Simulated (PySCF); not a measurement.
**Energy of V⁺ (vanadium, charge +1) between two integer charges**

The 3d alpha orbital of [Ar] 3d4 is emptied in steps (occupation f), with all orbitals relaxed, ending at [Ar] 3d3. Calculation: PySCF 2.14, in def2-TZVPPD (6s6p4d2f1g, 67 functions); the non-relativistic Hamiltonian (point nucleus). The exact energy is a straight line in f; departures are measured from the line between the end points of the same method.

| f | PBE0 (eV) | LC-wPBE (eV) |
| --- | --- | --- |
| 1 | 0.000 | 0.000 |
| 0.9 | -0.355 | -0.110 |
| 0.7 | -0.844 | -0.267 |
| 0.5 | -1.020 | -0.330 |
| 0.3 | -0.868 | -0.287 |
| 0.1 | -0.376 | -0.127 |
| 0 | 0.000 | 0.000 |

```tsv
method	E(f=0) − E(f=1) (eV)	−ε at f=1 (eV)	−ε at f=0.5 (eV)
PBE0	15.081	11.191	15.012
LC-wPBE	15.133	13.944	15.071
```

Orbital energy along the path (eV):

```tsv
f	PBE0	LC-wPBE
1	-11.191	-13.944
0.9	-11.883	-14.133
0.7	-13.408	-14.569
0.5	-15.012	-15.071
0.3	-16.680	-15.630
0.1	-18.404	-16.242
0	-19.283	-16.567
```

Reference removal energy between the ground levels: 14.634 ± 0.007 eV (measured; NIST Atomic Spectra Database, ionization energies). The calculation has no spin-orbit coupling. The determinant left behind need not be the lowest term of the ion.
